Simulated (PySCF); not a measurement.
Compound: C5H16Si2.
Geometry (PBE0-D3(BJ)/def2-SVP, Å), atoms numbered from 1 in this order:
```
atom  x, y, z in Å
C1    -4.2785    0.4470    0.2640
C2    -2.8800    0.5768   -0.3211
C3    -1.8172   -0.1821    0.4723
Si4   -0.0654   -0.0271   -0.2076
C5     1.1518   -1.0012    0.8643
C6     2.5808   -1.1408    0.3256
Si7    3.5604    0.4653    0.1354
H8    -4.3156    0.8327    1.2957
H9    -5.0204    1.0051   -0.3281
H10   -4.6003   -0.6065    0.2956
H11   -2.6041    1.6444   -0.3791
H12   -2.8849    0.2171   -1.3650
H13   -2.0731   -1.2566    0.5175
H14   -1.8063    0.1655    1.5217
H15   -0.0131   -0.5438   -1.6154
H16    0.3240    1.4202   -0.2505
H17    1.1610   -0.5286    1.8631
H18    0.7079   -2.0016    1.0175
H19    3.1760   -1.7965    0.9856
H20    2.5763   -1.6399   -0.6598
H21    4.9944    0.1468   -0.1477
H22    3.0370    1.3035   -0.9866
H23    3.4890    1.2703    1.3957
```

Computed with PySCF at PBE0/pcSseg-1, non-relativistic, on one gas-phase PBE0-D3(BJ)/def2-SVP geometry that isn't relaxed in the solvent. The solvent is an IEF-PCM continuum (Bondi radii, 1.10 Å for H, scaled by 1.2). Only the electrostatic response of the medium enters.

Gas phase at PBE0/pcSseg-1: HOMO -8.15 eV, LUMO 0.67 eV, dipole 1.38 D.

Question: What does the continuum do to the energy, the frontier levels and the dipole at PBE0/pcSseg-1 in acetonitrile and dimethylsulfoxide?

Answer: 
```tsv
solvent	ε	E(solvent) − E(gas) (kJ/mol)	polarisation term (kJ/mol)	distortion of the solute (kJ/mol)	HOMO (eV)	LUMO (eV)	dipole (D)
acetonitrile	35.69	-5.31	-6.10	0.79	-7.98	0.78	1.85
dimethylsulfoxide	46.83	-5.38	-6.18	0.80	-7.98	0.78	1.86
```

The polarisation term is half the interaction of the solute with the surface charges that it induces; the rest is the cost of distorting the solute's density. The sum is the electrostatic part of solvation alone. From acetonitrile to dimethylsulfoxide the lowering changes by a factor 1.01, Onsager's factor (ε − 1)/(2ε + 1) by 1.01 and ε itself by 1.3.

Question: Which radius a makes the point-dipole formula ΔE = −[(ε − 1)/(2ε + 1)]·μ²/a³ give the value in dimethylsulfoxide, with the gas-phase dipole?

Answer: μ = 0.542 au and |ΔE| = 0.00205 Eh give a = 2.18 Å; the farthest nucleus lies 5.25 Å from the centroid of the nuclei, so such a sphere wouldn't even hold the nuclei. The formula assumes a rigid point dipole at the centre of a sphere.

Question: Give the dipole vector in the frame of the coordinates (D, pointing from negative to positive charge), gas and dimethylsulfoxide.

Answer: Gas (-0.76, -0.96, 0.63), solvent (-0.88, -1.36, 0.92). Its length changes by +35 % and its direction by 5°.

Question: Which Mulliken charges (PBE0/pcSseg-1) respond most in acetonitrile (means over atoms taken as equivalent)?

Answer: 
| atoms | environment | gas (e) | solvent (e) | change |
| --- | --- | --- | --- | --- |
| H15/H16 | Si–H hydrogen | -0.079 | -0.099 | -0.020 |
| Si4 | SiH2 silicon | +0.655 | +0.673 | +0.018 |
| C1 | methyl carbon | -0.268 | -0.282 | -0.014 |
| Si7 | SiH3 silicon | +0.462 | +0.475 | +0.013 |
| H21/H22/H23 | Si–H hydrogen | -0.081 | -0.091 | -0.010 |
| H17/H18 | methylene hydrogen | +0.146 | +0.154 | +0.008 |
| H13/H14 | methylene hydrogen | +0.138 | +0.146 | +0.008 |
| H19/H20 | methylene hydrogen | +0.150 | +0.158 | +0.008 |
| C3 | sp3 carbon bound to silicon | -0.553 | -0.557 | -0.004 |
| C5 | sp3 carbon bound to silicon | -0.540 | -0.544 | -0.004 |
| H8/H9/H10 | methyl hydrogen | +0.112 | +0.116 | +0.004 |
| C6 | sp3 carbon bound to silicon | -0.522 | -0.524 | -0.002 |

Time: 74 s; peak memory 1.2 GiB. Hardware: an Arm Neoverse N1 with one thread, no GPU, shared host. This is the whole shielding run at PBE0/pcSseg-1 in dimethylsulfoxide, SCF included.
